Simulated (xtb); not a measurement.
C7H10, triplet, at a GFN2-xTB geometry of the parent state (a higher spin typed on purpose: for a closed-shell molecule this is an excited state); GFN2-xTB run with xtb.

Here is a job for xtb.
```
$ xtb mol.xyz --gfn 2 --chrg 0 --uhf 2 --json

# file mol.xyz
17

C      1.32272087     0.39661170    -0.60874745
C      0.65583113     1.35910106     0.01395122
C     -0.43951356     0.70426990     0.81546597
C     -1.46376090     0.19257323    -0.22539064
C     -0.68939898    -0.92502547    -0.94843992
C      0.68183838    -0.91412254    -0.23158024
C      0.24857962    -0.60772382     1.20556367
H      2.12640607     0.49233259    -1.31606908
H      0.78895133     2.42261564    -0.06724000
H     -0.87275457     1.30119303     1.61455339
H     -1.77485822     0.98803604    -0.90137047
H     -2.34972375    -0.19703434     0.27552267
H     -0.58178691    -0.73386547    -2.01538361
H     -1.17515213    -1.89223615    -0.82121665
H      1.28069447    -1.80677471    -0.39619861
H      1.09152160    -0.45950682     1.87923150
H     -0.43107726    -1.34886421     1.62323525
```

It wrote (shortened):

```
   ID    Z sym.   atoms
    1    6 C      1-7
    2    1 H      8-17

           -------------------------------------------------
          |                Calculation Setup                |
           -------------------------------------------------

           -------------------------------------------------
          |                 G F N 2 - x T B                 |
           -------------------------------------------------

          ...................................................
          :                      SETUP                      :
          :.................................................:
          :  # basis functions                  38          :
          :  # atomic orbitals                  38          :
          :  # shells                           24          :
          :  # electrons                        38          :
          :  max. iterations                   250          :
          :  Hamiltonian                  GFN2-xTB          :
          :  restarted?                      false          :
          :  GBSA solvation                  false          :
          :  PC potential                    false          :
          :  electronic temp.          300.0000000     K    :
          :  accuracy                    1.0000000          :
          :  -> integral cutoff          0.2500000E+02      :
          :  -> integral neglect         0.1000000E-07      :
          :  -> SCF convergence          0.1000000E-05 Eh   :
          :  -> wf. convergence          0.1000000E-03 e    :
          :  Broyden damping             0.4000000          :
          :  net charge                          0          :
          :  unpaired electrons                  2          :
          ...................................................

 iter      E             dE          RMSdq      gap      omega  full diag
   1    -20.1599618 -0.201600E+02  0.260E+00    6.78       0.0  T
   2    -20.1973243 -0.373625E-01  0.156E+00    6.39       1.0  T
   3    -20.1979996 -0.675314E-03  0.767E-01    6.81       1.0  T
   4    -20.1981935 -0.193855E-03  0.222E-01    6.47       1.0  T
   5    -20.1989731 -0.779574E-03  0.463E-02    6.64       1.0  T
   6    -20.1989729  0.164363E-06  0.118E-02    6.64       2.1  T
   7    -20.1989737 -0.776762E-06  0.126E-03    6.63      19.2  T
   8    -20.1989737 -0.386693E-08  0.636E-04    6.63      38.1  T
   9    -20.1989737 -0.542819E-09  0.165E-04    6.63     147.2  T

[...]
         :: total energy             -19.880764586471 Eh    ::
[...]
largest (>0.10) Wiberg bond orders for each atom

 ---------------------------------------------------------------------------
     #   Z sym  total        # sym  WBO       # sym  WBO       # sym  WBO
 ---------------------------------------------------------------------------
     1   6 C    3.231 --     6 C    1.063     2 C    1.030     8 H    0.973
     2   6 C    3.231 --     3 C    1.063     1 C    1.030     9 H    0.973
     3   6 C    3.991 --     2 C    1.063    10 H    0.966     7 C    0.964
                             4 C    0.938
     4   6 C    3.992 --     5 C    0.998    11 H    0.982    12 H    0.977
                             3 C    0.938
     5   6 C    3.992 --     4 C    0.998    13 H    0.982    14 H    0.977
                             6 C    0.938
     6   6 C    3.991 --     1 C    1.063    15 H    0.966     7 C    0.964
                             5 C    0.938
     7   6 C    3.990 --    16 H    0.978    17 H    0.966     6 C    0.964
                             3 C    0.964
     8   1 H    1.000 --     1 C    0.973
     9   1 H    1.000 --     2 C    0.973
    10   1 H    0.999 --     3 C    0.966
    11   1 H    0.999 --     4 C    0.982
    12   1 H    0.999 --     4 C    0.977
    13   1 H    0.999 --     5 C    0.982
    14   1 H    0.999 --     5 C    0.977
    15   1 H    0.999 --     6 C    0.966
    16   1 H    0.999 --     7 C    0.978
    17   1 H    0.998 --     7 C    0.966
 ---------------------------------------------------------------------------

Topologies differ in total number of bonds
Writing topology from bond orders to xtbtopo.mol

molecular dipole:
                 x           y           z       tot (Debye)
 q only:       -0.265      -0.240       0.088
   full:       -0.312      -0.263       0.072       1.053
molecular quadrupole (traceless):
                xx          xy          yy          xz          yz          zz
 q only:       -0.216      -0.506      -0.099       0.180       0.145       0.315
  q+dip:       -0.570       0.302       0.535      -0.904      -0.753       0.035
   full:       -0.448      -0.151       0.136      -0.246      -0.372       0.311

           -------------------------------------------------
          | TOTAL ENERGY              -19.880764586471 Eh   |
          | GRADIENT NORM               0.298519037262 Eh/α |
          | HOMO-LUMO GAP               6.634394255997 eV   |
           -------------------------------------------------

normal termination of xtb
```
